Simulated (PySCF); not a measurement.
H$_{9}$GaSi$_{3}$, SMILES `[SiH3][Ga]([SiH3])[SiH3]`, neutral singlet in the gas phase. 

Cartesian coordinates (Å):
SMILES: [SiH3][Ga]([SiH3])[SiH3]
```xyz
13

Si    -0.1472     2.4012     0.1777
Ga    -0.0264    -0.0025     0.0268
Si     2.1434    -1.0437    -0.1314
Si    -2.0171    -1.3604    -0.0241
H      0.1980     2.9692    -1.1578
H      0.8514     2.9256     1.1509
H     -1.4850     2.9272     0.5618
H      2.5617    -1.4074     1.2543
H      2.1276    -2.2979    -0.9334
H      3.1914    -0.1481    -0.6928
H     -2.5004    -1.3860    -1.4360
H     -1.7807    -2.7700     0.3912
H     -3.1168    -0.8070     0.8128
```
Charge 0, multiplicity 1.

All levels are single points at this geometry (r2SCAN-D4/def2-TZVP); Pople sets use spherical d functions. Orbital energies aren't observables, and empty levels follow the basis.

```csv
level,HOMO (eV),LUMO (eV),gap (eV),dipole (D),"vertical IE, Delta-SCF (eV)"
r2SCAN-D4/def2-TZVP in PySCF,-6.52,-3.26,3.27,0.09,–
B3LYP/3-21G in PySCF,-7.11,-2.55,4.56,0.07,–
B3LYP/6-311+G** (LANL2DZ on Ga) in PySCF,-7.18,-2.73,4.45,0.09,–
B3LYP/LANL2DZ in PySCF,-7.27,-2.52,4.75,0.07,–
BP86/6-31G* in PySCF,-6.29,-3.29,3.00,0.07,–
HF/6-31G* in PySCF,-9.52,0.29,9.81,0.12,–
```
